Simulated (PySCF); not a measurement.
## Identify the compound

Molecular formula: C6H11B. Simulated spectra:

$^{1}$H NMR (400 MHz, computed): δ 7.06 (m, 1H), 7.01 (m, 1H), 6.75 (m, 1H), 6.54 (br, 1H), 2.27 (m, 1H), 2.10 (m, 1H), 2.05 (m, 2H), 2.04 (m, 2H), 1.69 (m, 1H).

$^{13}$C{$^{1}$H} NMR (computed): δ 162.7 (CH2), 149.9 (CH), 38.3 (CH), 27.3 (CH2, 2C), 23.0 (CH2).

Computed data (PySCF): PBE0-D3(BJ)/def2-SVP structure, PBE0/pcSseg-1 with gauge-including orbitals, spin–spin couplings from B3LYP/pcJ-1 (spin–dipole term only in couplings to heteroatoms). Isolated molecule, relativity neglected, rapidly exchanging positions averaged, single conformer.

Chemical shifts δ = σref − σ; $^{1}$H (31.27 ppm), $^{13}$C (184.41 ppm) against TMS, all at this level.

Problem. Deduce the structure.

Solution. 
1. 5 carbon signals for 6 carbons: some carbons are equivalent by symmetry or fast rotation.
2. Carbon types of the structure: 2 × CH, 4 × CH2, leaving 1 H on heteroatoms.
3. δC 162.7: terminal =CH2 carbon; the olefinic region.
4. δC 149.9: alkene CH; as expected for a trigonal carbon in a double bond.
5. δC 38.3: sp3 CH bonded to B.
6. δC 27.3, 23.0: sp3 CH2 in a ring; saturated and bonded to C and H only.
7. δH 7.06: hydrogen on an alkene CH; olefinic region.
8. δH 7.01, 6.75: hydrogen on a terminal =CH2 carbon; attached to an sp2 carbon and in the plane of the double bond.
9. δH 2.27: hydrogen on an sp3 CH bonded to B.

These data were computed for `C=CBC1CCC1`.

The shifts were computed for this structure.

Hydrogens on boron are broadened and split by $^{11}$B (spin 3/2, 80 %) and 10B (spin 3). A carbon bonded to boron is broadened by the quadrupolar boron nucleus and is often missing from a measured spectrum. Multiplet labels drop couplings under 1 Hz and merge nearly equal ones. Couplings among chemically equivalent protons are left out too, so labels in AA′BB′ or AA′XX′ sets are apparent multiplicities. Unscaled 3J(H,H) at this level run about 10 % above measured values. Shifts are as computed. Against solution values, carbons near 30 ppm lie about +2 ppm off and those near 130 ppm about +5 ppm. Of 1309 compounds with measured shifts, 239 miss one by over three times the rms of a fit or turn the order of signals round; such compounds aren't used in these exercises. Only one conformer was computed, so three-bond couplings in flexible chains and rings are approximate.
